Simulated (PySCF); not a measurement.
# Computed properties of FGe, SMILES [Ge][F]

FGe, SMILES [Ge][F] (connectivity only; charge and spin as stated), charge +1, multiplicity 1. The structure is a stationary point at PBE0-D3(BJ)/def2-TZVPD. The multiplicity is an assumed one; other spin states were not compared. One conformer was computed; it need not be the lowest. All values are computed for the isolated molecule unless a solvent is named; none is compared with measurement here.

**Structure.** The optimised structure has C∞v symmetry. All 1 harmonic modes at PBE0-D3(BJ)/def2-TZVPD (PySCF) are real, so it is a minimum.

**Vibrations.** The strongest infrared lines (harmonic, unscaled, degenerate partners summed) lie at 809 cm⁻¹ (95 km/mol, F 79 %, Ge 21 %). The softest mode is at 809 cm⁻¹ and the zero-point energy is 1.2 kcal/mol.

**Electronic structure.** PBE0/def2-TZVPD (PySCF) places the frontier levels at -17.80 and -9.89 eV, a gap of 7.91 eV and a mean polarisability of 19.6 bohr³. PBE/def2-TZVPD (PySCF) at the same geometry gives -16.50 and -10.78 eV, so its gap is 2.19 eV narrower. An orbital gap is neither the optical nor the fundamental gap.

**Excitations.** TDA-CAM-B3LYP/def2-TZVPD (PySCF) has S1 at 7.04 eV (176 nm, f = 0.302, bright); the most intense of the 10 singlets computed lies at 11.86 eV (f = 1.17). Strengths of degenerate partners are summed. T1 (TDA) is at 5.01 eV, 2.03 eV under S1. TDA-PBE/def2-TZVPD (PySCF) puts S1 at 6.69 eV. No vertical singlet excitation falls in the visible range (under 3.1 eV).

**NMR.** GIAO shifts at PBE0/pcSseg-2 (PySCF) (non-relativistic, atoms alike by connectivity averaged): ¹⁹F at 189.4 ppm against CFCl3.
